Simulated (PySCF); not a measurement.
PySCF job for ammonium (H4N+), SMILES [NH4+], charge +1, IEF-PCM-M06-2X/def2-TZVPD. Geometry: r2SCAN-D4/def2-TZVPD.

```python
import numpy as np
from pyscf import gto, scf, dft
from pyscf.solvent import pcm

mol = gto.M(
    atom='''
    N     0.00000000    0.00000000    0.00000000
    H     0.59115398   -0.59115398   -0.59115398
    H    -0.59115398   -0.59115398    0.59115398
    H    -0.59115398    0.59115398   -0.59115398
    H     0.59115398    0.59115398    0.59115398
    ''',
    basis='def2-TZVPD',
    charge=1,
    spin=0,
    max_memory=2000,
    verbose=3,
)
mf = dft.RKS(mol, xc='m06-2x').density_fit(auxbasis='def2-universal-jkfit')
mf.grids.level = 4
mf.conv_tol = 1e-9
mf.max_cycle = 100
mf.kernel()
res = {}
for name, eps in {'water': 78.355, 'chlorobenzene': 5.6968, 'toluene': 2.3741}.items():
    s = mf.PCM()
    s.with_solvent.method, s.with_solvent.eps, s.with_solvent.lebedev_order = 'IEF-PCM', eps, 29
    s.kernel(mf.make_rdm1())
    res[name] = (s.e_tot, eps, s.dip_moment(), s.mo_energy, s.converged)
    print(f'{name}: electrostatic solvation free energy {(s.e_tot - mf.e_tot) * 627.509474:.3f} kcal/mol')
```

Output:

```
converged SCF energy = -56.8855457088972

WARN: PCM is an experimental feature. It is still in testing.
Features and APIs may be changed in the future.

converged SCF energy = -57.0160260799527

WARN: System has nonzero charge 1; the dipole moment is origin-dependent.
Location of origin: [0. 0. 0.]

Dipole moment(X, Y, Z, Debye):  0.00000,  0.00000, -0.00000
water: electrostatic solvation free energy -81.878 kcal/mol

WARN: PCM is an experimental feature. It is still in testing.
Features and APIs may be changed in the future.

converged SCF energy = -56.9946607741661

WARN: System has nonzero charge 1; the dipole moment is origin-dependent.
Location of origin: [0. 0. 0.]

Dipole moment(X, Y, Z, Debye):  0.00000,  0.00000, -0.00000
chlorobenzene: electrostatic solvation free energy -68.471 kcal/mol

WARN: PCM is an experimental feature. It is still in testing.
Features and APIs may be changed in the future.

converged SCF energy = -56.9622411483801

WARN: System has nonzero charge 1; the dipole moment is origin-dependent.
Location of origin: [0. 0. 0.]

Dipole moment(X, Y, Z, Debye):  0.00000,  0.00000, -0.00000
toluene: electrostatic solvation free energy -48.127 kcal/mol
```

The run converged.

Cost: around 30 core-seconds (rough).
